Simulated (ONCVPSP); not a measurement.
## What one change does to a pseudopotential (Tc, ONCV)

```json
{
 "Element": "technetium",
 "Generator": "ONCVPSP 4.0.1",
 "Type": "optimised norm-conserving Vanderbilt (ONCV)",
 "Functional": "PBE",
 "Relativity": "scalar-relativistic",
 "Frozen core": "[Ar] 3d10 4s2",
 "Valence charge": "13",
 "Reference configuration": "4p6 4d5 5s2",
 "Partial waves": "5s: rc 2.90 bohr, ncon 5, nbas 10, qcut 1.9 1/bohr, 3 projectors, debl 1.7 Ha; 4p: rc 1.80 bohr, ncon 4, nbas 7, qcut 7.1 1/bohr, 1 projector; 4d: rc 1.40 bohr, ncon 4, nbas 7, qcut 7.7 1/bohr, 2 projectors, debl 1 Ha",
 "Local potential": "polynomial inside 1.25 bohr (lpopt 4, dvloc0 0 Ha)",
 "Core correction": "Teter function, fcfact 5.25, rcfact 1.55"
}
```

All-electron outer shells of the reference configuration (PBE, scalar-relativistic, ld1.x):

```
shell  level (eV)  outermost node (bohr)  outermost maximum (bohr)
   4s      -73.38                   0.50                      0.95
   4p      -45.34                   0.51                      1.03
   4d       -6.66                   0.50                      1.27
   5s       -5.04                   1.28                      2.72
```

Change: s: debl 0.2.

Cutoffs: the cutoffs (Ha) at which the residual kinetic energy of the hardest occupied pseudo-wave falls to 1 and 0.1 mHa per electron; they do not see the model core or the augmentation charge, which bear on the density cutoff. Errors are all-electron minus pseudo energies relative to the spin-unpolarised reference configuration.

**Question.** How do hardness, ghosts and transferability respond?

**Answer.** The potential gets neither clearly harder nor softer (23 Ha and 32 Ha → 23 Ha and 32 Ha); a bound ghost appears in s, which as a rule spoils a file; the lowest positive-energy flag moves from s at 34.5 eV to none; the errors of the 4 common tests hardly move.

| quantity | base | changed |
| --- | --- | --- |
| cutoff, loose | 23 Ha | 23 Ha |
| cutoff, tight | 32 Ha | 32 Ha |
| bound ghosts | none | s |
| GHOST(+) flags under 300 eV | s at 34.5 eV | none |
| error for 4p6 4d5 5s1, meV [ΔE 8.15 eV] | -5.2 | -5.1 |
| error for 4p6 4d5 5s0, meV [ΔE 23.01 eV] | -23 | -23 |
| error for 4p6 4d4 5s0, meV [ΔE 51.71 eV] | +15 | +15 |
| error for 4p6 4d5 5s0 5p2, meV [ΔE 7.71 eV] | +115 | +115 |
| s: phases at 2.95 bohr within 0.05 rad from the reference energy up to (Ha; the scan ends near 5) | to the end of the scan | 4.2 |
| p: phases at 1.83 bohr within 0.05 rad from the reference energy up to (Ha; the scan ends near 5) | 0.4 | 0.4 |
| d: phases at 1.42 bohr within 0.05 rad from the reference energy up to (Ha; the scan ends near 5) | to the end of the scan | to the end of the scan |
| rms error of d²Exc/dni dnj with the model core, mHa | 0.98 | 0.98 |

 A true bound ghost makes a file unfit for plane-wave use even where its test errors are small: the radial tests pick states by their node count and pass the ghost by.
